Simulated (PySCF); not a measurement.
Computed with B3LYP-D3(BJ)/def2-TZVP // M06-2X/def2-TZVP run with PySCF 2.14.0. Gas-phase values, no solvent. One relaxed conformer stands for a flexible species; it need not be the lowest. B3LYP has the VWN-RPA correlation part, as in Gaussian. Excitations are Tamm–Dancoff values on a coarser integration grid. The basis has no diffuse functions, so Rydberg states are missing or too high.

Reference species (SMILES): `CCC(B)=C` (neutral, multiplicity 1).

The T1 excitation (TDA) is 3.44 eV. The S1–T1 gap (TDA) is 1.69 eV and the LUMO is -2.13 eV. The HOMO–LUMO gap is 5.57 eV.

After one change: the T1 excitation (TDA) goes up by 0.58 eV; the S1–T1 gap (TDA) drops by 1.51 eV; the LUMO goes up by 0.53 eV; the HOMO–LUMO gap decreases by 0.43 eV.

Q: Name the change that produced these shifts. The new species is one of these.
(A) `B/C=C\CC`
(B) `BC/C=C\C`
(C) `BCC(=C)C`
(D) `B/C(C)=C\C`

A: C, `BCC(=C)C`
